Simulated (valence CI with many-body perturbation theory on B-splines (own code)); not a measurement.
## Level structure of Gd57+

Level of theory: configuration interaction combined with many-body perturbation theory (CI+MBPT): five valence electrons over a frozen Dirac-Fock core [He], a basis of 11 s, 11 p, 10 d, 8 f, 5 g, 2 h functions for each j, with the one-electron correlation potential Σ1 (screened to all orders), the two-electron term Σ2, the three-electron term Σ3, Breit, model QED; selected single and double excitations, second order for the rest, scaled by the run's own slope (own B-spline code, finite nucleus).

The last digits are not significant, and no measured levels were compared; by estimate large intervals hold to a few tenths of a per cent, small ones and those within an open d or f shell to about a per cent. Among the levels kept, up to 7300 cm⁻¹ of a level comes from second order outside the variational space, and about a tenth of that is noise between levels of different J, which matters for small intervals.

Levels 1 to 45 of 200, with energies above the lowest level, (2s^2 2p1/2^2 2p3/2) J=3/2. "Leading %" is the weight of the configuration and term that name the level; weights of strongly mixed levels are sums over their largest components and can fall short. In the jj column 3d3/2^4 stands for four electrons in 3d with j = 3/2. Lifetimes count E1, E2, E3, M1 and M2 decay at the calculated energies, and are blank where another channel may lead or the interval is too uncertain; long ones can be off by a factor of two.

```tsv
No.	Configuration	Term	J	E (× 10³ cm⁻¹)	Leading %	Leading jj	Lifetime	Second component
1	2s2.2p3	2P°	3/2	0.00	48	2s^2 2p1/2^2 2p3/2 (100 %)		27 % 2s2.2p3 2D°
2	2s2.2p3	4S°	3/2	5703.6	55	2s^2 2p1/2 2p3/2^2 (100 %)	292 ps	45 % 2s2.2p3 2D°
3	2s2.2p3	2D°	5/2	5882.4	100	2s^2 2p1/2 2p3/2^2 (100 %)	1.71 ns	
4	2s2.2p3	2P°	1/2	6214.9	100	2s^2 2p1/2 2p3/2^2 (100 %)	494 ps	
5	2s.2p4	4P	5/2	7942.9	72	2s 2p1/2^2 2p3/2^2 (100 %)	1.27 ps	28 % 2s.2p4 2D
6	2s.2p4	2S	1/2	8643.5	63	2s 2p1/2^2 2p3/2^2 (100 %)	329 fs	28 % 2s.2p4 4P
7	2s.2p4	2P	3/2	8655.2	49	2s 2p1/2^2 2p3/2^2 (99 %)	183 fs	36 % 2s.2p4 2D
8	2s2.2p3	2P°	3/2	11931	52	2s^2 2p3/2^3 (99 %)	86.5 ps	28 % 2s2.2p3 2D°
9	2s.2p4	4P	3/2	13834	84	2s 2p1/2 2p3/2^3 (100 %)	381 fs	12 % 2s.2p4 2D
10	2s.2p4	2D	5/2	14137	72	2s 2p1/2 2p3/2^3 (100 %)	377 fs	28 % 2s.2p4 4P
11	2s.2p4	2P	1/2	14540	63	2s 2p1/2 2p3/2^3 (99 %)	147 fs	36 % 2s.2p4 4P
12	2s.2p4	2D	3/2	14620	53	2s 2p1/2 2p3/2^3 (100 %)	148 fs	46 % 2s.2p4 2P
13	2p5	2P°	3/2	17092	99	2p1/2^2 2p3/2^3 (99 %)	126 fs	
14	2s.2p4	4P	1/2	20381	36	2s 2p3/2^4 (99 %)	172 fs	36 % 2s.2p4 2S
15	2p5	2P°	1/2	23000	100	2p1/2 2p3/2^4 (100 %)	93.8 fs	
16	2s2.2p2.3s	4P	1/2	52752	47	2s^2 2p1/2^2 3s (100 %)	9.21 fs	31 % 2s2.2p2.3s 2S
17	2s2.2p2.3p	2P°	1/2	53430	46	2s^2 2p1/2^2 3p1/2 (100 %)	793 fs	39 % 2s2.2p2.3p 4D°
18	2s2.2p2.3p	2P°	3/2	55232	34	2s^2 2p1/2^2 3p3/2 (100 %)	825 fs	20 % 2s2.2p2.3p 4D°
19	2s2.2p2.3d	2D	3/2	55854	42	2s^2 2p1/2^2 3d3/2 (100 %)	7.09 fs	33 % 2s2.2p2.3d 4F
20	2s2.2p2.3d	2D	5/2	56396	35	2s^2 2p1/2^2 3d5/2 (100 %)	1.30 fs	19 % 2s2.2p2.3d 4D
21	2s2.2p2.3s	4P	3/2	58538	88	2s^2 2p1/2 2p3/2 3s (100 %)	13.5 fs	10 % 2s2.2p2.3s 2P
22	2s2.2p2.3s	2P	1/2	58609	67	2s^2 2p1/2 2p3/2 3s (100 %)	6.32 fs	33 % 2s2.2p2.3s 4P
23	2s2.2p2.3s	2D	5/2	58689	64	2s^2 2p1/2 2p3/2 3s (100 %)	12.5 fs	36 % 2s2.2p2.3s 4P
24	2s2.2p2.3s	2D	3/2	58734	64	2s^2 2p1/2 2p3/2 3s (100 %)	6.72 fs	35 % 2s2.2p2.3s 2P
25	2s2.2p2.3p	4P°	1/2	59210	48	2s^2 2p1/2 2p3/2 3p1/2 (100 %)	1.16 ps	28 % 2s2.2p2.3p 4D°
26	2s2.2p2.3p	4D°	3/2	59259	56	2s^2 2p1/2 2p3/2 3p1/2 (100 %)	1.07 ps	22 % 2s2.2p2.3p 2D°
27	2s2.2p2.3p	2F°	5/2	59364	48	2s^2 2p1/2 2p3/2 3p1/2 (100 %)	806 fs	31 % 2s2.2p2.3p 2D°
28	2s2.2p2.3p	2P°	3/2	59625	42	2s^2 2p1/2 2p3/2 3p1/2 (99 %)	388 fs	26 % 2s2.2p2.3p 2D°
29	2s.2p3.3s	4P°	5/2	60461	44	2s 2p1/2^2 2p3/2 3s (92 %)	19.7 fs	27 % 2s.2p3.3s 6S°
30	2s.2p3.3s	2P°	3/2	60667	32	2s 2p1/2^2 2p3/2 3s (94 %)	7.90 fs	25 % 2s.2p3.3s 4S°
31	2s2.2p2.3p	2P°	1/2	60935	29	2s^2 2p1/2 2p3/2 3p3/2 (82 %)	43.0 fs	26 % 2s2.2p2.3p 4P°
32	2s2.2p2.3p	4D°	5/2	60977	51	2s^2 2p1/2 2p3/2 3p3/2 (94 %)	197 fs	30 % 2s2.2p2.3p 4P°
33	2s2.2p2.3p	2D°	3/2	61024	52	2s^2 2p1/2 2p3/2 3p3/2 (99 %)	577 fs	22 % 2s2.2p2.3p 4P°
34	2s2.2p2.3p	2F°	7/2	61082	64	2s^2 2p1/2 2p3/2 3p3/2 (100 %)	708 fs	36 % 2s2.2p2.3p 4D°
35	2s.2p3.3s	2P°	3/2	61118	24	2s 2p1/2^2 2p3/2 3s (56 %)	27.1 fs	16 % 2s2.2p2.3p 4S°
36	2s.2p3.3s	4D°	1/2	61155	24	2s 2p1/2^2 2p3/2 3s (69 %)	9.96 fs	20 % 2s.2p3.3s 2P°
37	2s.2p3.3p	4P	3/2	61228	29	2s 2p1/2^2 2p3/2 3p1/2 (98 %)	7.16 fs	23 % 2s.2p3.3p 6P
38	2s.2p3.3p	2D	5/2	61235	24	2s 2p1/2^2 2p3/2 3p1/2 (97 %)	2.91 fs	18 % 2s.2p3.3p 4D
39	2s2.2p2.3p	2D°	5/2	61276	64	2s^2 2p1/2 2p3/2 3p3/2 (99 %)	586 fs	16 % 2s2.2p2.3p 2F°
40	2s2.2p2.3p	4S°	3/2	61304	15	2s^2 2p1/2 2p3/2 3p3/2 (52 %)	32.4 fs	13 % 2s.2p3.3s 2P°
41	2s2.2p2.3p	2P°	1/2	61454	75	2s^2 2p1/2 2p3/2 3p3/2 (87 %)	60.3 fs	6 % 2s2.2p2.3p 2S°
42	2s2.2p2.3d	4F	3/2	61653	42	2s^2 2p1/2 2p3/2 3d3/2 (97 %)	3.34 fs	27 % 2s2.2p2.3d 2P
43	2s2.2p2.3d	4F	5/2	61671	53	2s^2 2p1/2 2p3/2 3d3/2 (99 %)	12.0 fs	39 % 2s2.2p2.3d 2F
44	2s2.2p2.3d	4D	1/2	61693	78	2s^2 2p1/2 2p3/2 3d3/2 (99 %)	5.94 fs	15 % 2s2.2p2.3d 2P
45	2s.2p3.3p	2P	1/2	61793	28	2s 2p1/2^2 2p3/2 3p1/2 (84 %)	1.71 fs	15 % 2s.2p3.3p 4P
```

The ionisation energy to 2s2.2p2 3P_0 of the next ion comes out as 12148 eV (NIST: 12147 ± 6 eV (theoretical)). All 200 levels together are meant to be complete up to 72466 × 10³ cm⁻¹.
